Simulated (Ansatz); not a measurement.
Stepwise reaction of `O[SiH2][O][GeH3]` with water, as a gas-phase model of exchange steps in deposition or etching. ΔE in kJ/mol.

Gas-phase electronic energies from Ansatz, PBE0-D4/def2-TZVP geometries. CCSD(T)/CBS adds triple-zeta CCSD(T) − MP2 to the extrapolated MP2 energy (def2 sets, frozen cores). This one scheme is used for every species. Functionals use def2-TZVPP. B3LYP here is the variant with VWN-RPA as its local correlation; programs differ in this. For Ge outer-core shells are correlated without core-valence functions, which leaves a few kJ/mol of doubt a bond. Scalar relativity is left out up to krypton. Each species was taken in one conformer, which may not be the lowest.

```csv
step,reaction,PBE-D4,B3LYP-D4,ωB97M-V,CCSD(T)/CBS
1,`O[SiH2][O][GeH3]` + H₂O → `O[SiH](O)[O][GeH3]` + H₂,-95.7,-102.1,-103.6,-100.3
```

(1) Give the row of step 2, `O[SiH](O)[O][GeH3]` + H₂O → `[OH][GeH2][O][SiH](O)O` + H₂. (Estimate.)

(2) By hand: ΔE of the 2 steps together at CCSD(T)/CBS.

## Answers

(1) The calculation gave: 
```
step                                                    reaction  PBE-D4  B3LYP-D4  ωB97M-V  CCSD(T)/CBS
   2  `O[SiH](O)[O][GeH3]` + H₂O → `[OH][GeH2][O][SiH](O)O` + H₂   -29.2     -31.3    -31.4        -29.0
```

(2) (-100.3) + (-29.0) = -129.3 kJ/mol, or -64.7 kJ/mol a step.

In ΔE each step is higher than the one before. All are downhill at CCSD(T)/CBS. PBE-D4 differs from CCSD(T)/CBS by -0.2 to 4.6 kJ/mol a step. Isolated molecules leave out the surface, adducts and barriers. Largest T1 diagnostic: 0.012.
